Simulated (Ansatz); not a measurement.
Stepwise reaction of `[NH2][Mo]([NH2])(=[O])=[S]` with hydrogen chloride, as a gas-phase model of exchange steps in deposition or etching. ΔE in kJ/mol; ΔG adds harmonic PBE0-D4 terms to CCSD(T)/CBS, at 1 bar.

Computed with Ansatz on PBE0-D4/def2-TZVP structures; ΔE is electronic, products minus reactants. CCSD(T)/CBS is the MP2 limit (def2-TZVPP, def2-QZVPP) plus CCSD(T) − MP2 in def2-TZVPP, frozen cores. This one scheme is used for every species. DFT in def2-TZVPP. B3LYP here is the variant with VWN-RPA as its local correlation; programs differ in this. def2 core potentials past Kr. For Mo outer-core shells are correlated without core-valence functions, which leaves a few kJ/mol of doubt a bond. Each species was taken in one conformer, which may not be the lowest.

| step | reaction | PBE-D4 | B3LYP-D4 | ωB97M-V | CCSD(T)/CBS | ΔG(500 K) |
| --- | --- | --- | --- | --- | --- | --- |
| 1 | `[NH2][Mo]([NH2])(=[O])=[S]` + HCl → `[NH2][Mo](=[O])(=[S])[Cl]` + NH₃ | -71.0 | -70.2 | -68.2 | -74.2 | -63.0 |
| 2 | `[NH2][Mo](=[O])(=[S])[Cl]` + HCl → `[O]=[Mo](=[S])([Cl])[Cl]` + NH₃ | -46.9 | -45.6 | -42.8 | -47.8 | -42.1 |

Task: By hand: ΔE of the 2 steps together at CCSD(T)/CBS.

Result: (-74.2) + (-47.8) = -122.0 kJ/mol, or -61.0 kJ/mol a step.

In ΔE each step is higher than the one before. All are downhill at CCSD(T)/CBS. ΔG lies between -63.0 and -42.1 kJ/mol a step. PBE-D4 differs from CCSD(T)/CBS by 0.9 to 3.2 kJ/mol a step. Isolated molecules leave out the surface, adducts and barriers. Largest T1 diagnostic: 0.025.
